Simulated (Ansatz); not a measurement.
Ni2H4⁻. Charge -1, multiplicity 4. Geometry PBE-D4/def2-TZVPD.

```tsv
atom	x (Å)	y (Å)	z (Å)
Ni1	-0.506	-0.331	1.003
Ni2	0.563	-0.129	-1.019
H3	-1.544	0.261	2.014
H4	0.755	0.697	-2.335
H5	0.406	0.937	0.308
H6	0.327	-1.435	0.029
```

B3LYP takes the VWN-RPA correlation. HSE06 is defined as in plane-wave codes, on full-range PBE exchange. At LDA (SPW92)/def2-TZVPD the highest occupied level of the charge -1 quartet lies above zero (up to 0.21 eV). The electron is either unbound and held by the finite basis, or the level is raised by self-interaction error. The order of the spin states hangs on the level: the doublet lies 0.92 eV below the quartet at LDA (SPW92)/def2-TZVPD, but 0.02 eV above it at B3LYP-D4/def2-TZVPD. The structure comes from a short search, and lower isomers may exist.

(1) Estimate the α-spin orbital energies around the gap (eV) in Ansatz with LDA (SPW92)/def2-TZVPD, B3LYP-D4/def2-TZVPD, HSE06-D4/def2-TZVPD, BHLYP-D4/def2-TZVPD, ωB97M-V/def2-TZVPD.

Answers

(1) 
```tsv
orbital	LDA (SPW92)/def2-TZVPD	B3LYP-D4/def2-TZVPD	HSE06-D4/def2-TZVPD	BHLYP-D4/def2-TZVPD	ωB97M-V/def2-TZVPD
HOMO−9	-2.36	-4.30	-4.32	-9.12	-7.68
HOMO−8	-1.90	-4.16	-4.31	-7.33	-7.49
HOMO−7	-1.81	-3.63	-3.70	-6.69	-7.42
HOMO−6	-1.55	-3.49	-3.54	-4.96	-6.71
HOMO−5	-1.38	-3.48	-3.50	-4.59	-6.43
HOMO−4	-1.34	-3.38	-3.44	-4.33	-6.16
HOMO−3	-1.27	-3.27	-3.33	-4.07	-6.06
HOMO−2	-1.20	-2.28	-2.09	-3.64	-4.90
HOMO−1	-1.03	-2.17	-2.01	-3.01	-4.58
HOMO	0.21	-0.79	-0.60	-1.66	-3.06
LUMO	2.45	3.11	2.96	3.64	4.38
LUMO+1	3.25	3.72	3.52	4.24	4.68
LUMO+2	3.97	4.34	4.20	4.85	5.35
LUMO+3	4.01	4.47	4.30	5.08	5.51
LUMO+4	4.28	4.59	4.38	5.24	5.60
LUMO+5	4.66	5.06	4.92	5.72	6.01
β HOMO	-0.43	-0.85	-0.43	-1.77	-3.02
β LUMO	-0.31	1.33	1.40	3.19	3.64
```
